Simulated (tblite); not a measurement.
Parent: `[CH2:1]=[N:2]/[N:3]=[CH:4]\[CH3:5]` with C1–N2–N3–C4 -101°, C3H6N2.

The geometries are computed with GFN2-xTB (gas phase). One conformer each, not checked by frequencies here.

```json
{"coordinate of the parent": "C1=N2", "value": "1.262 Å"}
{"coordinate of the parent": "N2–N3", "value": "1.280 Å"}
{"coordinate of the parent": "N3=C4", "value": "1.262 Å"}
{"coordinate of the parent": "C4–C5", "value": "1.497 Å"}
{"coordinate of the parent": "C1–N2–N3", "value": "129.8°"}
{"coordinate of the parent": "N2–N3–C4", "value": "131.5°"}
{"coordinate of the parent": "N3–C4–C5", "value": "126.5°"}
```

**Question.** How does the shared frame change in `[CH3:1]/[CH:2]=[N:3]\[N:4]=[CH:5]\[C:6]([CH3:7])([CH3:8])[CH3:9]` with C2–N3–N4–C5 -98°, C7H14N2? Atoms pair as C1 = C5, N2 = N4, N3 = N3, C4 = C2, C5 = C1 (parent first).

**Answer.** 
```
  parent  relative  value in the relative  change
   C1=N2     C5=N4                1.262 Å   0.000
   N2–N3     N4–N3                1.290 Å  +0.010
   N3=C4     N3=C2                1.263 Å  +0.001
   C4–C5     C2–C1                1.498 Å  +0.001
C1–N2–N3  C5–N4–N3                 129.5°    -0.3
N2–N3–C4  N4–N3–C2                 129.2°    -2.3
N3–C4–C5  N3–C2–C1                 126.7°    +0.2
```

Of the parent's bonds, N2–N3 changes most (+0.010 Å). Bonds of the relative outside the shared frame: C5–C6 1.503, C6–C7 1.528, C6–C8 1.534, C6–C9 1.535 Å. Point group C1 → C1.
